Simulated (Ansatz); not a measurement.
`C=NP[SiH3]`. Charge 0, multiplicity 1. The structure was optimised at the PBE0-D4/def2-TZVP level. It is one conformer, not always the lowest.

```xyz
10

C     1.505   -1.178    0.325
N     0.337   -1.611    0.127
P    -1.089   -0.768    0.581
Si   -0.781    1.330   -0.214
H     1.745   -0.181    0.719
H     2.354   -1.823    0.093
H    -1.892   -1.180   -0.512
H     0.090    2.100    0.713
H    -0.152    1.329   -1.562
H    -2.117    1.981   -0.271
```

Task: What is the dipole moment at B3LYP/def2-TZVPP? (Estimate.)

Result: The calculation gave: 1.37 D, with components (0.87, 1.05, -0.12) D in this frame, pointing from negative to positive charge.

Task: And with PBE, r2SCAN, ωB97M-V? (Estimate.)

Result: Ansatz gave: PBE 1.25 D, r2SCAN 1.36 D, ωB97M-V 1.43 D.

Task: Give the Mulliken charges with B3LYP, ωB97M-V, PBE in def2-TZVPP. (Best estimate.)

Result: The calculation gave: 
```tsv
atom	B3LYP	ωB97M-V	PBE
C1	-0.10	-0.09	-0.09
N2	-0.23	-0.25	-0.19
P3	0.08	0.05	0.05
Si4	0.19	0.06	0.13
H5	0.08	0.09	0.07
H6	0.11	0.11	0.10
H7	0.03	0.06	0.05
H8	-0.06	-0.02	-0.04
H9	-0.05	-0.01	-0.03
H10	-0.05	-0.01	-0.04
```

B3LYP here is the variant with VWN-RPA as its local correlation; programs differ in this.
